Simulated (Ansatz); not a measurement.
C2H9NO2Si (`CN(C)[SiH](O)O`) at its PBE0-D4/def2-TZVP geometry, where that method's forces vanish. The species carries charge 0 and has multiplicity 1.

| atom | x (Å) | y (Å) | z (Å) |
| --- | --- | --- | --- |
| C1 | 1.0407 | 0.7778 | -1.0773 |
| N2 | 0.2975 | -0.1262 | -0.2327 |
| C3 | 0.6661 | -1.5106 | -0.4090 |
| Si4 | -1.1208 | 0.3118 | 0.6021 |
| O5 | -0.9386 | 1.9155 | 0.9120 |
| O6 | -1.2989 | -0.6227 | 1.9392 |
| H7 | 0.7329 | 1.8070 | -0.8966 |
| H8 | 2.1160 | 0.7053 | -0.8685 |
| H9 | 0.8974 | 0.5521 | -2.1439 |
| H10 | 0.5176 | -1.8458 | -1.4454 |
| H11 | 1.7242 | -1.6685 | -0.1620 |
| H12 | 0.0712 | -2.1544 | 0.2414 |
| H13 | -2.4082 | 0.0968 | -0.1050 |
| H14 | -1.7411 | 2.4037 | 1.0994 |
| H15 | -0.5561 | -0.6416 | 2.5462 |

**Question.** For each bond, give half the difference of the two atoms' forces along it (eV/Å; positive pushes the atoms apart) under PBE-D4, r2SCAN-D4, B3LYP-D4, ωB97M-V in def2-TZVPP. (Estimate.)

**Answer.** Computed: 
| bond | length (Å) | PBE-D4 | r2SCAN-D4 | B3LYP-D4 | ωB97M-V |
| --- | --- | --- | --- | --- | --- |
| C1–N2 | 1.443 | 0.04 | 0.17 | 0.22 | 0.22 |
| C1–H7 | 1.089 | 0.09 | -0.06 | -0.11 | -0.09 |
| C1–H8 | 1.098 | 0.11 | -0.04 | -0.08 | -0.10 |
| C1–H9 | 1.100 | 0.10 | -0.04 | -0.07 | -0.10 |
| N2–C3 | 1.443 | 0.06 | 0.17 | 0.21 | 0.22 |
| N2–Si4 | 1.703 | 0.05 | -0.08 | -0.06 | -0.11 |
| C3–H10 | 1.099 | 0.11 | -0.03 | -0.07 | -0.10 |
| C3–H11 | 1.098 | 0.11 | -0.04 | -0.08 | -0.10 |
| C3–H12 | 1.092 | 0.08 | -0.05 | -0.11 | -0.09 |
| Si4–O5 | 1.644 | 0.23 | 0.04 | 0.11 | 0.11 |
| Si4–O6 | 1.641 | 0.23 | 0.03 | 0.10 | 0.10 |
| Si4–H13 | 1.484 | -0.05 | -0.05 | -0.16 | -0.20 |
| O5–H14 | 0.958 | 0.33 | 0.02 | -0.03 | -0.06 |
| O6–H15 | 0.959 | 0.35 | 0.02 | -0.02 | -0.06 |

B3LYP here is the variant with VWN-RPA as its local correlation; programs differ in this.
